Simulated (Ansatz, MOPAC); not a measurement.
Spectroscopic constants of GeCl+, closed-shell singlet (lowest of 2S+1 = 1, 3, 5 at CCSD(T)/def2-TZVPP on PBE0 minima; our sources give no spin for the ground state, which may be another). No spin–orbit coupling. Ge is treated without relativity.

Constants: fifth-degree fit in 1/R to seven points, most abundant isotopes. In def2 and cc sets the state is the lowest found near the PBE0 minimum, followed along R. The singlet is held restricted.

Correlated levels freeze the inner cores; with def2 sets outer-core shells near the valence are correlated too. CBS: X⁻³ extrapolation of the correlation energy, Hartree–Fock from the larger set. The state reached by PM3 isn't checked.

Codes used: Ansatz (Gaussian orbitals); MOPAC for PM3 (differences of heats of formation). Values without a source in brackets are computed.

**Question.** What bond length and harmonic frequency does PM3 give?

**Answer.** r_e = 2.006 Å, ω_e = 410 cm⁻¹.

**Question.** What bond length and harmonic frequency does CCSD(T)/def2-TZVPP give?

**Answer.** r_e = 2.062 Å, ω_e = 514 cm⁻¹.

**Question.** What bond length and harmonic frequency does CCSD(T)/CBS(def2-TZVPP, def2-QZVPP) give?

**Answer.** r_e = 2.047 Å, ω_e = 519 cm⁻¹.

Ansatz is an electronic-structure program.
